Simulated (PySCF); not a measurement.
**How methods differ on the excitation energy of Ga⁺**

Ga⁺ [Ar] 3d10 4s2 (1S) → Ga⁺ [Ar] 3d10 4s1 4d1 (3D), as a difference of total energies. Calculation: PySCF 2.14, in aug-cc-pwCVDZ-PP with ECP10MDF; a scalar-relativistic core potential. Correlated levels: valence: 3s2 3p6 3d10 frozen; valence and next inner shell: nothing frozen outside the core potential. The calculations carry no spin-orbit coupling.

Order these methods by the excitation energy they give, lowest first.
A. UHF
B. SCS-MP2 (valence)
C. LDA
D. MP2 (valence and next inner shell)

A (102040 cm⁻¹), B (108560 cm⁻¹), D (113310 cm⁻¹), C (114030 cm⁻¹).

Errors of the correlated levels include the incompleteness of this basis and the frozen core.

For comparison: 113860 cm⁻¹ (measured; NIST levels, between the centres of gravity of the two terms).
